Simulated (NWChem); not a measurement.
System: Ga cation, singlet

Here is an NWChem input.

```
start job
memory heap 200 mb stack 900 mb global 1100 mb
charge 1
geometry units angstroms noautosym nocenter noautoz
  Ga     0.000000     0.000000     0.000000
end
basis spherical
  Ga library aug-cc-pvdz
end
dft
  xc pbe0
  iterations 150
end
property
  response 1 0.0
end
task dft property
```

Output (shortened):

```
             Northwest Computational Chemistry Package (NWChem) 7.3.0
             --------------------------------------------------------

                             Geometry "geometry" -> ""
                             -------------------------

 Output coordinates in angstroms (scale by  1.889725989 to convert to a.u.)

  No.       Tag          Charge          X              Y              Z
 ---- ---------------- ---------- -------------- -------------- --------------
    1 Ga                  31.0000     0.00000000     0.00000000     0.00000000

 Effective nuclear repulsion energy (a.u.)       0.0000000000

                              NWChem Property Module
                              ----------------------

                                 NWChem DFT Module
                                 -----------------

 Summary of "ao basis" -> "ao basis" (spherical)
 ------------------------------------------------------------------------------
       Tag                 Description            Shells   Functions and Types
 ---------------- ------------------------------  ------  ---------------------
 Ga                       aug-cc-pvdz               14       36   6s5p3d

            General Information
            -------------------
          SCF calculation type: DFT
          Wavefunction type:  closed shell.
          No. of atoms     :     1
          No. of electrons :    30
           Alpha electrons :    15
            Beta electrons :    15
          Charge           :     1
          Spin multiplicity:     1
          Use of symmetry is: off; symmetry adaption is: off
          Maximum number of iterations: 150
          AO basis - number of functions:    36
                     number of shells:    14
          Convergence on energy requested:  1.00D-06
          Convergence on density requested:  1.00D-05
          Convergence on gradient requested:  5.00D-04

              XC Information
              --------------
                         PBE0 Method XC Functional
                     Hartree-Fock (Exact) Exchange  0.250
          PerdewBurkeErnzerhof Exchange Functional  0.750
            Perdew 1991 LDA Correlation Functional  1.000 local
           PerdewBurkeErnz. Correlation Functional  1.000 non-local

             Grid Information
             ----------------
          Grid used for XC integration:  medium
          Radial quadrature: Mura-Knowles
          Angular quadrature: Lebedev.
          Tag              B.-S. Rad. Rad. Pts. Rad. Cut. Ang. Pts.
          ---              ---------- --------- --------- ---------
          Ga                  1.30      112          13.0       590
          Grid pruning is: on
          Number of quadrature shells:   112
          Spatial weights used:  Erf1

      Superposition of Atomic Density Guess
      -------------------------------------

 Sum of atomic energies:       -1923.19427835

 Renormalizing density from      31.00 to     30

      Non-variational initial energy
      ------------------------------

 Total energy =   -1884.793094
 1-e energy   =   -2597.138161
 2-e energy   =     712.345067
 HOMO         =      -0.902544
 LUMO         =      -0.367169

   convergence    iter        energy       DeltaE   RMS-Dens  Diis-err
 ---------------- ----- ----------------- --------- --------- ---------
 d= 0,ls=0.0,diis     1  -1924.1743398172 -1.92D+03  3.22D-02  1.27D+00
 d= 0,ls=0.0,diis     2  -1924.2732812001 -9.89D-02  1.07D-02  3.00D-01
 d= 0,ls=0.0,diis     3  -1924.3016453014 -2.84D-02  7.29D-04  7.35D-04
 d= 0,ls=0.0,diis     4  -1924.3017253431 -8.00D-05  1.35D-05  2.05D-08
 d= 0,ls=0.0,diis     5  -1924.3017253492 -6.13D-09  2.55D-07  6.93D-11

         Total DFT energy =    -1924.301725349249
      One electron energy =    -2673.403770638013
           Coulomb energy =      823.598306116923
    Exchange-Corr. energy =      -74.496260828158
 Nuclear repulsion energy =        0.000000000000

 Numeric. integr. density =       30.000000000090

                       DFT Final Molecular Orbital Analysis
                       ------------------------------------

 Vector   13  Occ=2.000000D+00  E=-1.178610D+00
              MO Center= -2.6D-16,  9.7D-16, -1.6D-15, r^2= 2.3D-01
   Bfn.  Coefficient  Atom+Function         Bfn.  Coefficient  Atom+Function
  ----- ------------  ---------------      ----- ------------  ---------------
    23      0.928600  1 Ga d -1              24     -0.279776  1 Ga d  0
    22      0.134934  1 Ga d -2              26     -0.131615  1 Ga d  2
    25      0.088628  1 Ga d  1              28      0.032043  1 Ga d -1

 Vector   14  Occ=2.000000D+00  E=-1.178610D+00
              MO Center= -7.5D-17,  1.2D-16, -6.5D-17, r^2= 2.3D-01
   Bfn.  Coefficient  Atom+Function         Bfn.  Coefficient  Atom+Function
  ----- ------------  ---------------      ----- ------------  ---------------
    22      0.683782  1 Ga d -2              24      0.588229  1 Ga d  0
    25     -0.325450  1 Ga d  1              26     -0.242721  1 Ga d  2
    23      0.074526  1 Ga d -1

[...]

 DFT Linear Response polarizability / au
 Frequency  =       0.0000000 / au
              X              Y              Z
 -----------------------------------------------
 X      18.9716354     -0.0000000      0.0000000
 Y      -0.0000000     18.9716354     -0.0000000
 Z       0.0000000     -0.0000000     18.9716354
 -----------------------------------------------
 Eigenvalues =      18.9716354     18.9716354     18.9716354
 Isotropic   =      18.9716354
 Anisotropic =       0.0000000
 -----------------------------------------------

 Magnetic Dipole Response Matrix (nonzero elements):

 Exiting AOResponse driver routine
```

Level: PBE0/aug-cc-pVDZ. Low-valent species are run as closed-shell singlets; no triplet was tried in these runs.
